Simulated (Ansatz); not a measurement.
Cost against result

The pair of N2 (SMILES N#N, atoms 1–2) and SiNH5 (SMILES [SiH3]N, atoms 3–9), both closed shells, in one local arrangement (a lower one may exist), relaxed at PBE0-D4/def2-TZVP:

N1  (0.004, 0.112, -3.569)
N2  (-0.557, 0.136, -2.636)
Si3  (0.693, -0.254, 0.967)
N4  (-0.845, 0.487, 0.762)
H5  (1.589, 0.229, -0.115)
H6  (1.221, 0.154, 2.295)
H7  (0.713, -1.748, 0.920)
H8  (-1.518, 0.449, 1.511)
H9  (-1.300, 0.436, -0.135)
(Å)

Interaction energies are counterpoise-corrected; the time is that of the whole pair.

Program: Ansatz 0.2.0. Basis: as named in each row. Cores are frozen in the correlated methods. B3LYP uses VWN-RPA correlation. Extrapolation: Hartree–Fock as exp(−7.88 √X), correlation as X^−2.97.

Times are rough, for one single point on 4 threads of a shared host (Arm Neoverse V1).

The estimate by CCSD(T) at an estimated basis limit (MP2 extrapolated from triple and quadruple zeta, plus CCSD(T) − MP2 in triple zeta) is -4.6 kJ/mol.

```json
{"method": "HF", "basis": "STO-3G", "time (s)": "under 1", "interaction energy (kJ/mol)": "-0.1", "method less estimate": "4.5"}
{"method": "PBE-D4", "basis": "STO-3G", "time (s)": "under 1", "interaction energy (kJ/mol)": "-4.6", "method less estimate": "0.0"}
{"method": "SPW92", "basis": "def2-SVP", "time (s)": "under 1", "interaction energy (kJ/mol)": "-7.5", "method less estimate": "-2.9"}
{"method": "B3LYP-D4", "basis": "6-31G", "time (s)": "under 1", "interaction energy (kJ/mol)": "-5.2", "method less estimate": "-0.6"}
{"method": "PBE-D4", "basis": "def2-SVP", "time (s)": "under 1", "interaction energy (kJ/mol)": "-5.3", "method less estimate": "-0.7"}
{"method": "PBE0-D4", "basis": "def2-SVP", "time (s)": "under 1", "interaction energy (kJ/mol)": "-4.8", "method less estimate": "-0.2"}
{"method": "CCSD(T)", "basis": "def2-SVP", "time (s)": "2", "interaction energy (kJ/mol)": "-2.8", "method less estimate": "1.8"}
{"method": "PBE-D4", "basis": "def2-TZVPPD", "time (s)": "2", "interaction energy (kJ/mol)": "-5.0", "method less estimate": "-0.4"}
{"method": "revPBE-D4", "basis": "def2-TZVPPD", "time (s)": "2", "interaction energy (kJ/mol)": "-2.3", "method less estimate": "2.3"}
{"method": "BLYP-D4", "basis": "def2-TZVPPD", "time (s)": "2", "interaction energy (kJ/mol)": "-2.9", "method less estimate": "1.7"}
{"method": "PBE0-D4", "basis": "def2-TZVPPD", "time (s)": "2", "interaction energy (kJ/mol)": "-4.5", "method less estimate": "0.1"}
{"method": "wB97M-V", "basis": "def2-SVP", "time (s)": "2", "interaction energy (kJ/mol)": "-4.8", "method less estimate": "-0.2"}
{"method": "B3LYP-D4", "basis": "def2-TZVPPD", "time (s)": "2", "interaction energy (kJ/mol)": "-3.6", "method less estimate": "1.0"}
{"method": "HSE06-D4", "basis": "def2-TZVPPD", "time (s)": "2", "interaction energy (kJ/mol)": "-4.5", "method less estimate": "0.1"}
{"method": "r2SCAN-D4", "basis": "def2-TZVPPD", "time (s)": "3", "interaction energy (kJ/mol)": "-3.9", "method less estimate": "0.7"}
{"method": "B2PLYP", "basis": "def2-TZVPPD", "time (s)": "4", "interaction energy (kJ/mol)": "-2.2", "method less estimate": "2.4"}
{"method": "wB97X-V", "basis": "def2-TZVPPD", "time (s)": "6", "interaction energy (kJ/mol)": "-4.6", "method less estimate": "0.0"}
{"method": "B97M-V", "basis": "def2-TZVPPD", "time (s)": "6", "interaction energy (kJ/mol)": "-4.7", "method less estimate": "-0.1"}
{"method": "wB97M-V", "basis": "def2-TZVPPD", "time (s)": "7", "interaction energy (kJ/mol)": "-4.3", "method less estimate": "0.3"}
{"method": "MP2", "basis": "def2-QZVPPD", "time (s)": "13", "interaction energy (kJ/mol)": "-4.9", "method less estimate": "-0.3"}
{"method": "CCSD(T)", "basis": "def2-TZVPPD", "time (s)": "81", "interaction energy (kJ/mol)": "-4.2", "method less estimate": "0.4"}
```

No T1 diagnostic of these runs exceeds 0.014.
